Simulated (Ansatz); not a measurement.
The same path of C$_{4}$H$_{10}$AlN (16 atoms, charge 0, multiplicity 1) was run 3 times with different band settings. The coordinate that changes most is the dihedral C4–C2–Al3–H9.

All numbers below come from Ansatz 0.2.0, RKS PBE0-D4/6-31G*.

Relaxed end points:

```xyz
16
Properties=species:S:1:pos:R:3
N 0.521 -1.157 1.140
C 0.195 -0.041 0.164
Al 1.893 0.330 1.085
C -0.102 -0.395 -1.294
C -1.114 0.771 -1.283
C -1.168 0.647 0.255
H 0.659 -2.057 0.688
H -0.168 -1.257 1.881
H 1.844 1.190 2.430
H 3.244 -0.180 0.403
H 0.716 -0.373 -2.021
H -0.630 -1.358 -1.382
H -0.643 1.709 -1.591
H -2.047 0.641 -1.837
H -1.261 1.560 0.851
H -1.962 -0.055 0.554
```

```xyz
16
Properties=species:S:1:pos:R:3
N 0.521 -1.157 1.141
C 0.197 -0.047 0.158
Al 1.887 0.336 1.090
C -0.108 -0.403 -1.296
C -1.110 0.772 -1.284
C -1.161 0.649 0.254
H 0.683 -2.054 0.691
H -0.179 -1.269 1.870
H 3.247 -0.181 0.429
H 1.824 1.212 2.423
H 0.707 -0.389 -2.027
H -0.645 -1.361 -1.380
H -0.633 1.706 -1.594
H -2.046 0.648 -1.836
H -1.247 1.563 0.850
H -1.959 -0.049 0.555
```

Common settings: spring 5.0 eV/Å²; optimiser quadratic models (default); start path through a guess of the saddle point; end points relaxed.

| run | movable images | climbing image | force threshold | iteration limit |
| --- | --- | --- | --- | --- |
| 1 | 7 | yes | 0.05 eV/Å | 30 |
| 2 | 7 | yes | 0.2 eV/Å | 23 |
| 3 | 6 | no | 0.05 eV/Å | 23 |

(1) What does each run give, and how far can it be trusted?

## Answers

(1) Run 1: converged after 15 iterations, highest image 0.592 eV above the first end. A vibrational analysis at the climbing image gives one clearly imaginary mode, 121i cm⁻¹: a first-order saddle point.
Run 2: converged after 16 iterations, highest image 0.589 eV above the first end. The threshold of 0.2 eV/Å is loose, so the images may lie well off the minimum-energy path. Another band between the same ends (7 images) ends at a top of the same energy, where a vibrational analysis finds 1 clearly imaginary mode.
Run 3: converged after 17 iterations, highest image 0.594 eV above the first end. No image climbed, so the highest image needn't sit at the top of the path.
